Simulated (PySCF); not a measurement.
C₂H₇BeNSe. Atoms are numbered in the order given.

```xyz
12

Be    -0.2790    -0.0057     0.0000
N     -1.7811    -0.0022     0.0000
C     -2.5822     0.0025    -1.2099
C     -2.5822     0.0025     1.2099
H     -3.2431    -0.8847    -1.2651
H     -3.2295     0.8995    -1.2678
H     -1.9404    -0.0040    -2.1059
H     -3.2295     0.8995     1.2678
H     -3.2431    -0.8847     1.2651
H     -1.9404    -0.0040     2.1059
Se     1.7518    -0.0422     0.0000
H      1.8355     1.4236     0.0000
```
Charge 0, spin multiplicity 1.

The structure is a stationary point at ωB97X-D3(BJ)/def2-SVP. The structure was generated by enumeration; whether it is a known compound was not checked. One conformer was computed; it need not be the lowest.

Method: IEF-PCM-ωB97X/def2-SVP (PySCF).

The values are the electrostatic part of the solvation free energy, E(continuum) − E(gas) at the gas-phase geometry, in a cavity of scaled van der Waals radii (PySCF's table); cavitation and dispersion terms are not included. A continuum can't describe solvent molecules that bind to the metal. In vacuum the orbital gap is 10.73 eV. The dipole moment in vacuum is 1.98 D.

Computed values in water (ε = 78.36), 1-octanol (ε = 9.86), n-hexane (ε = 1.88):
```csv
solvent,ε,ΔG(elec) (kcal/mol),dipole (D),gap (eV)
water,78.36,-4.4,2.51,10.73
1-octanol,9.86,-3.7,2.43,10.72
n-hexane,1.88,-1.5,2.17,10.71
```
